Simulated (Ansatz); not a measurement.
Z-matrix (Å, degrees):
```
Si
C 1 1.870
N 1 1.718 2 110.5
H 1 1.497 2 106.7 3 125.4
H 1 1.490 2 111.5 3 -117.9
Si 2 1.866 1 112.9 3 -45.1
H 2 1.095 1 109.0 3 -167.5
H 2 1.095 1 109.5 3 75.5
H 3 1.009 1 117.5 2 68.2
H 3 1.006 1 119.8 2 -150.3
N 6 1.735 2 108.4 1 -28.4
H 6 1.486 2 111.8 1 87.7
H 6 1.496 2 109.6 1 -153.6
H 11 1.009 6 118.0 2 168.7
H 11 1.010 6 118.3 2 -55.6
```

The species carries charge 0 and has multiplicity 1.

(1) List the ωB97M-V/def2-TZVPP orbital energies in eV (Ansatz 0.2.0). (An estimate is asked.)

Results:

(1) Computed: Occupied: -1806.84, -1806.68, -394.12, -393.71, -280.65, -147.86, -147.69, -101.99, -101.97, -101.96, -101.82, -101.80, -101.80, -26.54, -26.11, -22.15, -17.38, -16.79, -16.26, -15.98, -14.32, -13.54, -13.05, -12.42, -11.57, -11.52, -10.75, -9.83, -9.50. Lowest empty: 1.82, 2.48, 2.71, 3.07, 3.56, 3.88, 4.00, 4.22.
